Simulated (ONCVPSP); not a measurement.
# S (Z = 16): excitation energies, all-electron against ONCV

- Element: S
- Generator: ONCVPSP 4.0.1
- Type: optimised norm-conserving Vanderbilt (ONCV)
- Functional: PBE
- Relativity: scalar-relativistic
- Frozen core: [Ne]
- Valence charge: 6
- Reference configuration: 3s2 3p3 (charge +1)
- Partial waves: 3s: rc 1.25 bohr, ncon 4, nbas 7, qcut 6.3 1/bohr, 2 projectors, debl 0.6 Ha; 3p: rc 1.15 bohr, ncon 3, nbas 7, qcut 6 1/bohr, 3 projectors, debl 0.3 Ha; d scattering state at 0.06 Ha: rc 1.15 bohr, ncon 4, nbas 8, qcut 7.2 1/bohr, 3 projectors, debl 3.2 Ha
- Local potential: polynomial inside 1.00 bohr (lpopt 5, dvloc0 -1 Ha)
- Core correction: Teter function, fcfact 2.75, rcfact 1.55

In the s channel the program set the typed energies aside and used -1.015, 0.250 Ha. In the p channel the program set the typed energies aside and used -0.617, 0.250, 0.550 Ha.

Energies are relative to the spin-unpolarised reference configuration 3s2 3p3; without spin polarisation the order of configurations can differ from experiment.

```json
{"valence configuration": "3s2 3p4", "charge": "0", "ΔE all-electron (eV)": "-11.769", "error AE − PS (meV)": "+4.1"}
{"valence configuration": "3s1 3p4", "charge": "+1", "ΔE all-electron (eV)": "10.879", "error AE − PS (meV)": "+0.9"}
```

What are ΔE and the potential's error for 3s2 3p1?

ΔE = 56.325 eV all-electron; the error (AE − PS) is +2.3 meV.

What are ΔE and the potential's error for 3s2 3p2?

ΔE = 22.284 eV all-electron; the error (AE − PS) is -1.6 meV.

Levels in the configuration 3s2 3p2:

| level | all-electron (eV) | pseudo (eV) |
| --- | --- | --- |
| 3s | -39.396 | -39.395 |
| 3p | -27.979 | -27.977 |

Note: ghosts flagged at negative energy: s at -215.9 eV, p at -152.6 eV; GHOST(+) flags only above 600 eV. A true bound ghost makes a file unfit for plane-wave use.
